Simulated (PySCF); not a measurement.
**`N#Cc1cccc2[se]nnc12`, C7H3N3Se**

Geometry:
```
atom   x (Å)   y (Å)   z (Å)
  N1  -2.972  -1.861   0.878
  C2  -2.086  -1.214   0.551
  C3  -1.017  -0.383   0.143
  C4  -1.230   0.954  -0.153
  C5  -0.176   1.773  -0.557
  C6   1.109   1.287  -0.675
  C7   1.349  -0.052  -0.384
 Se8   2.917  -1.054  -0.428
  N9   1.842  -2.472   0.129
 N10   0.658  -2.176   0.278
 C11   0.285  -0.902   0.028
 H12  -2.226   1.361  -0.068
 H13  -0.374   2.810  -0.781
 H14   1.919   1.929  -0.987
```

Method: TDDFT CAM-B3LYP/def2-SVPD excited states, vertical, gas phase in PySCF 2.14.0. Geometry: GFN2-xTB.

The calculation is non-relativistic, which matters for the atoms heavier than Zn.

(1) Give the one- and two-photon strengths of the lowest singlets.

## Answers

(1) δ for parallel linear polarisation; σ at the peak of a Lorentzian of half width 0.1 eV, single beam; Ω is circular over linear.
| state | E (eV) | f | photon λ (nm) | δ (au) | σ (GM) | Ω | main |
| --- | --- | --- | --- | --- | --- | --- | --- |
| S1 | 3.35 | 0.001 | 740 | 0.28 | 0.00 | 1.50 | HOMO−1→LUMO 0.87 |
| S2 | 4.15 | 0.046 | 598 | 14.8 | 0.09 | 1.42 | HOMO→LUMO 0.74, HOMO−1→LUMO+2 0.13 |
| S3 | 4.66 | 0.001 | 532 | 0.94 | 0.01 | 1.50 | HOMO→LUMO+2 0.84, HOMO−3→LUMO+2 0.10 |
| S4 | 4.92 | 0.125 | 504 | 49.6 | 0.44 | 1.01 | HOMO−2→LUMO 0.47, HOMO→LUMO+1 0.24 |
| S5 | 5.15 | 0.048 | 482 | 130 | 1.26 | 0.71 | HOMO−1→LUMO+2 0.45, HOMO−2→LUMO+1 0.15 |

Among these, the strongest one-photon state is S4, the strongest two-photon state S5, with a dipole change of 1.4 D (relaxed, norm of the difference vector).
